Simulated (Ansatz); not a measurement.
`B[SiH](Cl)[SnH3]` + `CSS` → `CS[S][SnH3]` + `B[SiH2]Cl`  (cleavage of the Sn–Si bond)

Isolated molecules relaxed with PBE0-D4/def2-TZVP in Ansatz; ΔE leaves out vibrations. CCSD(T)/CBS is the MP2 limit (def2-TZVPP, def2-QZVPP) plus CCSD(T) − MP2 in def2-TZVPP, frozen cores. Functionals use def2-TZVPP. def2 core potentials past Kr. For Sn outer-core shells are correlated without core-valence functions, which leaves a few kJ/mol of doubt a bond. One conformer a species, not always the lowest.

```csv
level,ΔE (kJ/mol)
revPBE-D4,-4.1
B97M-V,-22.2
```

(1) What does CCSD(T)/CBS give? (Estimate.)

Largest T1 diagnostic among the species: 0.013.

Results:

(1) Computed: -28.9 kJ/mol. The listed levels differ from it by 24.8, 6.7 kJ/mol.

From BLYP to BHLYP (50 % exact exchange), in def2-TZVPP and without D4, ΔE moves by −30.2 kJ/mol. Leaving LDA and LC-ωPBE aside and taking each functional with its dispersion term where it has one, the values, not all of them listed here, spread over 53.4 kJ/mol, from BHLYP-D4 to PBE-D4. LDA lies +22.3 kJ/mol from PBE without D4. In def2-TZVPP, CCSD(T) changes the Hartree–Fock value by +72.1 kJ/mol (the triples alone add +10.5 kJ/mol) and MP2 by +76.7 kJ/mol.
